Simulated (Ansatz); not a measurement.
Nb₂O₂. The state is a triplet with charge 0. Geometry r2SCAN-D4/def2-TZVP, that of the charge +1 doublet; atoms count from 1.

Cartesian coordinates in Å:
```
Nb -0.994 0.577 1.006
Nb -0.464 -1.283 -0.684
O 1.032 -0.712 -1.128
O 0.425 1.419 0.807
```

In the def2 sets Nb takes a core potential; there is no spin–orbit coupling. At PBE0-D4/def2-TZVP a singlet of charge 0 lies 0.22 eV below the triplet at the same geometry. The structure comes from a short search, and lower isomers may exist.

Estimate the Mulliken populations from the PBE0/def2-TZVP orbitals of Ansatz.


| atom | charge (e) | spin (α − β) | d electrons |
| --- | --- | --- | --- |
| Nb1 | 0.47 | 0.91 | 3.44 |
| Nb2 | 0.48 | 1.22 | 3.44 |
| O3 | -0.47 | -0.08 | – |
| O4 | -0.47 | -0.06 | – |
Mulliken values depend strongly on the basis.

Where does the spin sit?

Summed by element: Nb 2.13, O -0.13, of 2 unpaired in all. Largest on single atoms: Nb2 1.22, Nb1 0.91, O3 -0.08.

And the Mayer bond orders between heavy atoms (over 0.3)?

Nb1–Nb2 2.02 (2.57 Å); Nb1–O4 2.30 (1.66 Å); Nb2–O3 2.29 (1.66 Å).
